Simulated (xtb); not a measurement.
CH₆MgSi, SMILES [SiH3][Mg][CH3]. All values are semi-empirical tight-binding results from xtb (GFN2-xTB unless named), good for trends rather than for accurate numbers. Geometry optimised at GFN2-xTB.

Optimised geometry:

Bonded distances (Å): Mg1–C2 2.143, Mg1–Si6 2.537, C2–H3 1.100, C2–H4 1.096, C2–H5 1.093, Si6–H7 1.485, Si6–H8 1.488, Si6–H9 1.485. Bond angles (°): C2–Mg1–Si6 149.6, Mg1–C2–H3 106.3, Mg1–C2–H4 113.7, Mg1–C2–H5 117.9, H3–C2–H4 106.0, H3–C2–H5 106.1, H4–C2–H5 106.0, Mg1–Si6–H7 117.0, Mg1–Si6–H8 111.2, Mg1–Si6–H9 117.3, H7–Si6–H8 103.3, H7–Si6–H9 102.9, H8–Si6–H9 103.3.

A frequency run showed that this geometry is not a minimum.

For metal compounds this method's bond lengths and energies can be far off.

Computed properties:
* **orbital gap**: 2.41 eV

Give the atomic charges and the Wiberg bond orders between heavy atoms. (The exact figures need the calculation; the answer reports its results.)

charges (e) Mg1 0.36, C2 -0.28, H3 0.00, H4 0.01, H5 0.01, Si6 0.30, H7 -0.13, H8 -0.14, H9 -0.13. Bond orders Mg1–C2 0.73, Mg1–Si6 0.78.
